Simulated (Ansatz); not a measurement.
`[SH][SnH2][SH]` + `[SH][Ge][SH]` → `[SH][SnH]([SH])[SH]` + `[SH][GeH]`  (redistribution)

Isolated molecules relaxed with PBE0-D4/def2-TZVP in Ansatz; ΔE leaves out vibrations. CBS: MP2 limit from def2 TZ/QZ plus the TZ coupled-cluster correction, frozen cores. Functionals use def2-TZVPP. B3LYP here is the variant with VWN-RPA as its local correlation; programs differ in this. def2 core potentials past Kr. For Ge, Sn outer-core shells are correlated without core-valence functions, which leaves a few kJ/mol of doubt a bond. Scalar relativity is left out up to krypton. Each species was taken in one conformer, which may not be the lowest.

`[SH][SnH2][SH]`:

```xyz
7

S    -1.709   -0.517   -1.195
Sn    0.459   -0.482   -0.163
S     1.285    1.754    0.130
H    -2.352   -0.310   -0.034
H     0.337   -1.233    1.362
H     1.528   -1.230   -1.250
H     0.451    2.018    1.150
```

`[SH][Ge][SH]`:

```xyz
5

S     1.949    0.057   -0.556
Ge   -0.016    1.134   -0.581
S    -1.183   -0.415    0.534
H     1.585   -1.050    0.114
H    -2.335    0.275    0.489
```

`[SH][SnH]([SH])[SH]`:

```xyz
8

S    -1.777    0.059   -1.364
Sn    0.161   -0.724   -0.186
S    -0.280   -0.578    2.167
S     2.006    0.714   -0.717
H    -1.167    1.219   -1.663
H     0.524   -2.329   -0.623
H    -1.321    0.245    1.955
H     1.853    1.394    0.432
```

`[SH][GeH]`:

Z-matrix (Å, degrees):
```
S
Ge 1 2.225
H 1 1.342 2 100.2
H 2 1.595 1 93.7 3 -0.0
```

(1) Is it downhill or uphill in electronic energy at CCSD(T)/CBS, and by how much? (Estimate.)

(2) What do these levels give: PBE0, B3LYP, SCS-MP2/def2-TZVPP, HF/def2-QZVPP, SCS-MP2/def2-QZVPP, HF/CBS(def2)? (An estimate is asked.)

Largest T1 diagnostic among the species: 0.015.

## Answers

(1) The calculation gave: Uphill: ΔE = +8.9 kcal/mol.

(2) Computed: PBE0 10.4, B3LYP 10.5, SCS-MP2/def2-TZVPP 9.5, HF/def2-QZVPP 8.6, SCS-MP2/def2-QZVPP 9.1, HF/CBS(def2) 8.6 kcal/mol.

In def2-TZVPP, CCSD(T) changes the Hartree–Fock value by +0.9 kcal/mol (the triples alone add +0.3 kcal/mol) and MP2 by +1.2 kcal/mol.
